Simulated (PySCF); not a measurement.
**Correlation energy of Sb (antimony, neutral)**

[Kr] 4d10 5s2 5p3, high-spin 4S determinant. Calculation: PySCF 2.14, in aug-cc-pVDZ-PP with ECP28MDF (5s4p3d, 32 functions); scalar relativity through the core potential. Frozen: 4s2 4p6 4d10; 5 electrons correlated.

```tsv
level	correlation energy (mhartree)
CCSD	-60.99
(T)	-0.93
CCSD(T)	-61.92
CCSDT	-62.16
```

Diagnostics: T1 = 0.0036, D1 = 0.0079, largest double amplitude 0.039.

Cost of the coupled-cluster step: about 0.17 core-seconds, for 5 correlated electrons.
